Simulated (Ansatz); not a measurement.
Isolated molecules relaxed with PBE0-D4/def2-TZVP in Ansatz; ΔE leaves out vibrations. CCSD(T)/CBS adds triple-zeta CCSD(T) − MP2 to the extrapolated MP2 energy (def2 sets, frozen cores). This one scheme is used for every species. Functionals use def2-TZVPP. B3LYP here is the variant with VWN-RPA as its local correlation; programs differ in this. For Se outer-core shells are correlated without core-valence functions, which leaves a few kJ/mol of doubt a bond. Scalar relativity is left out up to krypton. One conformer a species, not always the lowest.

`C[SiH2][Se][SiH3]` + H₂O → `O[SiH2][Se][SiH3]` + CH₄  (formal hydrolysis of the Si–C bond)

```tsv
level	ΔE (kJ/mol)	difference from CCSD(T)/CBS
PBE-D4	-90.0	4.4
PBE0-D4	-90.7	3.7
B3LYP-D4	-100.1	-5.7
ωB97X-V	-97.9	-3.5
ωB97M-V	-98.0	-3.6
PBE	-93.1	1.3
r2SCAN	-101.4	-7.0
PBE0	-93.5	0.9
B3LYP	-104.9	-10.5
HF/def2-TZVPP	-112.4	-18.0
SCS-MP2/def2-TZVPP	-101.0	-6.6
CCSD/def2-TZVPP	-97.7	-3.3
MP2/def2-QZVPP	-96.4	-2.0
SCS-MP2/def2-QZVPP	-100.0	-5.6
HF/CBS(def2)	-112.7	-18.3
MP2/CBS(def2)	-95.6	-1.2
CCSD(T)/CBS	-94.4	0
```

Largest T1 diagnostic among the species: 0.011.

The D4 term adds +4.8 kJ/mol with B3LYP and +2.8 kJ/mol with PBE0; it sums over pairs of atoms, weighted by their polarisabilities, and B3LYP, whose exchange is more repulsive, gets the larger term. In def2-TZVPP, CCSD(T) changes the Hartree–Fock value by +16.2 kJ/mol (the triples alone add +1.4 kJ/mol) and MP2 by +15.0 kJ/mol.

CCSD(T)/CBS has its own doubt, a few kJ/mol and more with outer-core shells, so smaller differences from it don't rank the levels.
